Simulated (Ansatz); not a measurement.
Species: CaF (charge 0, doublet). 
Coordinates optimised at B3LYP-D3(BJ)/def2-TZVP (Ansatz, an electronic-structure program):
```
Ca
F 1 1.9612
```
Charge 0, spin multiplicity 2.

Parts of the frozen-core correlation energy in def2-SVP (Ansatz, hartree). Frozen orbitals: 10; correlated occupied orbitals by spin: 5 and 4; virtual: 23 and 24. Open shells are spin-unrestricted. Spin-orbit coupling is left out. No relativistic terms.

| term | value |
|---|---|
| reference (HF) | -776.09439 |
| MP2 opposite-spin | ? |
| MP2 same-spin | -0.05810 |
| CCSD correlation | ? |
| (T) | ? |
| CCSDT minus CCSD(T) | -0.00015 |
| CCSDT(Q) minus CCSD(T) | -0.00069 |
| T1 diagnostic | 0.018 |
| largest doubles amplitude | 0.040 |
| <S^2> of the reference | 0.750 |

Question: Some entries are withheld; supply them.

Answer: 
- MP2 opposite-spin, value: -0.14830
- CCSD correlation, value: -0.20660
- (T), value: -0.00288
